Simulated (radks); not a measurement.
Values are calculated unless marked as measured or tabulated.
Q: These are the eigenvalues of the occupied orbitals of an atom or ion with whole-number occupations (eV). Level of theory: scalar-relativistic Kohn-Sham, SCAN, spin-polarised, spherical densities, finite nucleus; meta-GGA in the generalised Kohn-Sham scheme; Fermi nuclear charge, rms radius of each element as measured or else 0.836 A^(1/3) + 0.57 fm (a radial shooting solver on a logarithmic mesh with Libxc functionals).

orbital  eigenvalue
1s up     -21093.45
1s down   -21089.49
2s up     -4008.726
2s down   -4006.423
2p up     -3717.878
2p down   -3713.813
3s up     -1469.330
3s down   -1455.608
3p up     -1373.347
3p down   -1359.454

Which element is it, and in what charge state? The configuration may be excited. Open shells, if any, are filled with parallel spins first.

A: Z = 42, molybdenum, charge +26: Mo26+ in [Ne] 3s2 3p4. The list shows which subshells hold electrons but not how many an open one holds; the 1s level, -775.17 hartree, gives Z - s = 39.4 by -(Z - s)^2/2, which with screening and relativity narrows Z to a few neighbours, and the depths of the outer levels then fix element, charge and occupations together.
